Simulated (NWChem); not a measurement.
Everything below was run with NWChem. System: H6Ge2, charge 1, spin multiplicity 2, at the geometry of a parent with another charge or spin, in a state set for the comparison that need not be this species' ground state. Its SCF solution wasn't tested for a lower state. Level: UBLYP/def2-TZVP.

Input file:

```
start mol
memory heap 200 mb stack 900 mb global 1100 mb
charge 1
geometry units angstroms nocenter noautoz
  Ge     1.218686     0.051580    -0.000022
  Ge    -1.218686    -0.051580    -0.000022
  H      1.728116     0.794244     1.262937
  H      1.729420     0.806647    -1.255301
  H      1.820743    -1.378095    -0.006947
  H     -1.728116    -0.794244     1.262937
  H     -1.729420    -0.806647    -1.255301
  H     -1.820743     1.378095    -0.006947
  symmetry group C2
end
basis spherical
  * library def2-tzvp
end
dft
  xc becke88 lyp
  odft
  mult 2
  semidirect memsize 60000000 filesize 0
  iterations 100
end
task dft energy
```

Part of the output:

```
             Northwest Computational Chemistry Package (NWChem) 7.3.0
             --------------------------------------------------------

                                NWChem Input Module
                                -------------------

 Scaling coordinates for geometry "geometry" by  1.889725989
 (inverse scale =  0.529177249)

 Turning off AUTOSYM since
 SYMMETRY directive was detected!

                             Geometry "geometry" -> ""
                             -------------------------

 Output coordinates in angstroms (scale by  1.889725989 to convert to a.u.)

  No.       Tag          Charge          X              Y              Z
 ---- ---------------- ---------- -------------- -------------- --------------
    1 Ge                  32.0000     1.21868600     0.05158000    -0.00002200
    2 Ge                  32.0000    -1.21868600    -0.05158000    -0.00002200
    3 H                    1.0000     1.72811600     0.79424400     1.26293700
    4 H                    1.0000     1.72942000     0.80664700    -1.25530100
    5 H                    1.0000     1.82074300    -1.37809500    -0.00694700
    6 H                    1.0000    -1.72811600    -0.79424400     1.26293700
    7 H                    1.0000    -1.72942000    -0.80664700    -1.25530100
    8 H                    1.0000    -1.82074300     1.37809500    -0.00694700

 Effective nuclear repulsion energy (a.u.)     320.6955737627

            Nuclear Dipole moment (a.u.)
            ----------------------------
        X                 Y               Z
 ---------------- ---------------- ----------------
     0.0000000000     0.0000000000    -0.0000566918

      Symmetry information
      --------------------

 Group name             C2
 Group number              4
 Group order               2
 No. of unique centers     4

      Symmetry unique atoms

     1    3    4    5


 Summary of "ao basis" -> "" (spherical)
 ------------------------------------------------------------------------------
       Tag                 Description            Shells   Functions and Types
 ---------------- ------------------------------  ------  ---------------------
 *                         def2-tzvp                  on all atoms

                                 NWChem DFT Module
                                 -----------------

 Summary of "ao basis" -> "ao basis" (spherical)
 ------------------------------------------------------------------------------
       Tag                 Description            Shells   Functions and Types
 ---------------- ------------------------------  ------  ---------------------
 Ge                        def2-tzvp                16       48   6s5p4d1f
 H                         def2-tzvp                 4        6   3s1p

 Summary of "ao basis" -> "ao basis" (spherical)
 ------------------------------------------------------------------------------
       Tag                 Description            Shells   Functions and Types
 ---------------- ------------------------------  ------  ---------------------
 Ge                        def2-tzvp                16       48   6s5p4d1f
 H                         def2-tzvp                 4        6   3s1p

      Symmetry analysis of basis
      --------------------------

        a          66
        b          66

            General Information
            -------------------
          SCF calculation type: DFT
          Wavefunction type:  spin polarized.
          No. of atoms     :     8
[...]
   Bfn.  Coefficient  Atom+Function         Bfn.  Coefficient  Atom+Function
  ----- ------------  ---------------      ----- ------------  ---------------
    16      0.366840  1 Ge px                64     -0.366840  2 Ge px
    19      0.187497  1 Ge px                67     -0.187497  2 Ge px
    10     -0.164702  1 Ge px                58      0.164702  2 Ge px
    98      0.090690  3 H  s                104      0.090522  4 H  s
   110      0.090632  5 H  s                116      0.090690  6 H  s

 Vector   36  Occ=0.000000D+00  E=-2.288993D-01  Symmetry=b
              MO Center=  3.5D-16,  5.3D-16, -6.7D-04, r^2= 5.6D+00
   Bfn.  Coefficient  Atom+Function         Bfn.  Coefficient  Atom+Function
  ----- ------------  ---------------      ----- ------------  ---------------
     6      1.059706  1 Ge s                 54     -1.059706  2 Ge s
    19     -0.647923  1 Ge px                67     -0.647923  2 Ge px
     5      0.392020  1 Ge s                 53     -0.392020  2 Ge s
    16     -0.270041  1 Ge px                64     -0.270041  2 Ge px
    99     -0.227889  3 H  s                105     -0.228407  4 H  s

 Vector   37  Occ=0.000000D+00  E=-2.065608D-01  Symmetry=b
              MO Center= -3.4D-13, -2.4D-13,  7.4D-04, r^2= 4.7D+00
   Bfn.  Coefficient  Atom+Function         Bfn.  Coefficient  Atom+Function
  ----- ------------  ---------------      ----- ------------  ---------------
    20      0.586160  1 Ge py                68      0.586160  2 Ge py
   111      0.536229  5 H  s                129     -0.536229  8 H  s
   105     -0.272126  4 H  s                123      0.272126  7 H  s
    99     -0.263579  3 H  s                117      0.263579  6 H  s
    17      0.214966  1 Ge py                65      0.214966  2 Ge py

   alpha - beta orbital overlaps
   -----------------------------

   alpha      1      2      3      4      5      6      7      8      9     10
    beta      1      2      3      4      5      6      7      8      9     10
 overlap   1.000  1.000  1.000  1.000  1.000  1.000  1.000  0.998  0.998  1.000

   alpha     11     12     13     14     15     16     17     18     19     20
    beta     11     12     13     14     15     16     17     18     19     20
 overlap   1.000  1.000  1.000  1.000  1.000  1.000  1.000  1.000  1.000  1.000

   alpha     21     22     23     24     25     26     27     28     29     30
    beta     21     24     22     23     25     26     27     28     29     30
 overlap   1.000  0.999  0.998  0.997  0.998  0.998  1.000  1.000  0.999  1.000

   alpha     31     32     33     34     35     36     37     38     39     40
    beta     31     32     33     34     35     36     37     38     39     40
 overlap   1.000  1.000  1.000  1.000  0.998  0.999  0.999  0.999  1.000  0.998

   alpha     41     42     43     44     45     46     47     48     49     50
    beta     41     42     45     43     44     46     47     48     49     50
 overlap   1.000  0.998  0.996  0.999  0.997  1.000  1.000  1.000  1.000  1.000

   alpha     51     52     53     54     55     56     57     58     59     60
    beta     51     52     53     54     55     56     57     58     59     60
 overlap   0.998  1.000  1.000  1.000  0.999  0.999  0.997  0.997  1.000  0.997

   alpha     61     62     63     64     65     66     67     68     69     70
    beta     61     62     63     64     65     66     67     68     69     70
 overlap   0.997  1.000  1.000  0.999  0.999  1.000  0.998  0.998  0.999  1.000

   alpha     71     72     73     74     75     76     77     78     79     80
    beta     71     72     73     74     75     77     76     78     79     80
 overlap   1.000  0.999  0.999  0.998  0.998  0.999  0.999  0.999  0.999  1.000

   alpha     81     82     83     84     85     86     87     88     89     90
    beta     81     82     83     84     85     86     87     88     89     90
 overlap   1.000  0.999  0.999  1.000  1.000  1.000  1.000  1.000  1.000  1.000

   alpha     91     92     93     94     95     96     97     98     99    100
    beta     91     92     93     94     95     96     97     98    100    101
 overlap   1.000  1.000  1.000  1.000  1.000  1.000  1.000  1.000  0.891  1.000

   alpha    101    102    103    104    105    106    107    108    109    110
    beta     99    102    103    104    105    106    107    108    109    110
 overlap   0.891  1.000  1.000  1.000  1.000  1.000  1.000  1.000  1.000  1.000

   alpha    111    112    113    114    115    116    117    118    119    120
    beta    111    112    113    114    115    116    117    118    119    120
 overlap   1.000  1.000  1.000  1.000  1.000  1.000  1.000  1.000  1.000  1.000

   alpha    121    122    123    124    125    126    127    128    129    130
    beta    121    122    123    124    125    126    127    128    129    130
 overlap   1.000  1.000  1.000  1.000  1.000  1.000  1.000  1.000  1.000  1.000

   alpha    131    132
    beta    131    132
 overlap   1.000  1.000

     --------------------------
     Expectation value of S2:
     --------------------------
      <S2> =      0.7512 (Exact =     0.7500)

 center of mass
 --------------
 x =  -0.00000000 y =   0.00000000 z =  -0.00002289

 moments of inertia (a.u.)
 ------------------
          47.122742145249         -35.047568961320          -0.000000000000
         -35.047568961320         873.833902962864           0.000000000000
          -0.000000000000           0.000000000000         875.309150365273

     Multipole analysis of the density
     ---------------------------------

     L   x y z        total         alpha         beta         nuclear
     -   - - -        -----         -----         ----         -------
     0   0 0 0      1.000000    -35.000000    -34.000000     70.000000

     1   1 0 0      0.000000     -0.000000      0.000000      0.000000
     1   0 1 0      0.000000      0.000000      0.000000      0.000000
     1   0 0 1      0.000171     -0.000198      0.000425     -0.000057

     2   2 0 0    -16.845959   -215.745026   -206.906979    405.806047
     2   1 1 0      0.356120     -8.075923     -7.780123     16.212166
     2   1 0 1      0.000000      0.000000     -0.000000      0.000000
     2   0 2 0    -25.216708    -25.182835    -23.358526     23.324654
     2   0 1 1     -0.000000     -0.000000      0.000000     -0.000000
     2   0 0 2    -25.229978    -24.844108    -23.032408     22.646538

 Task  times  cpu:        8.3s     wall:        8.3s

 Total times  cpu:        8.3s     wall:        8.3s
```
